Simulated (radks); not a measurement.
Removal energies from the holmium ion Ho2+, [Xe] 4f11, by Delta-SCF beside the eigenvalue of the level emptied. Method: scalar-relativistic Kohn-Sham, BLYP, spin-polarised, spherical densities, finite nucleus; Fermi nuclear charge, rms radius of each element as measured or else 0.836 A^(1/3) + 0.57 fm; computed with a radial shooting solver on a logarithmic mesh with Libxc functionals. Open shells are filled with parallel spins first.

\begin{tabular}{lrrr}
removed from & final configuration & Delta-SCF (eV) & -eigenvalue (eV) \\ \hline
4f & [Xe] 4f10 & 24.304 & 15.936 \\
5p & [Kr] 4d10 4f11 5s2 5p5 & 45.793 & 39.457 \\
5s & [Kr] 4d10 4f11 5s1 5p6 & 70.831 & 63.845 \\
4d & [Kr] 4d9 4f11 5s2 5p6 & 180.95 & 171.65 \\
\end{tabular}
